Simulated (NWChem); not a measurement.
## Correlation energy of Al2

```
Al
Al 1 2.4822
```
Charge 0, spin multiplicity 3.

Everything below was run with NWChem. All single points use one geometry, from UPBE0/def2-SVP, a minimum by its harmonic frequencies.

Basis set: def2-QZVP. Each correlation energy counts from its own Hartree-Fock reference.

The correlated methods keep 10 core orbitals frozen. This spin state was chosen for the runs; another may lie lower. The structure started from a generated list of species. The unpaired electrons of the parent sit in orbitals of symmetry b2u and b3u (D2h labels of the run); other states weren't searched. The stability of the SCF solutions was not checked. Open-shell Hartree-Fock references start from PBE0 orbitals. Coupled-cluster values serve here as a point of comparison, not as the truth.

Problem. Order these methods by the correlation energy they give, lowest first: CCSD on ROHF, CCSD[T] on ROHF, UMP2, SCS-UMP2.

Solution. CCSD[T] on ROHF (-147.4 mHa), CCSD on ROHF (-135.4 mHa), SCS-UMP2 (-110.5 mHa), UMP2 (-109.5 mHa)
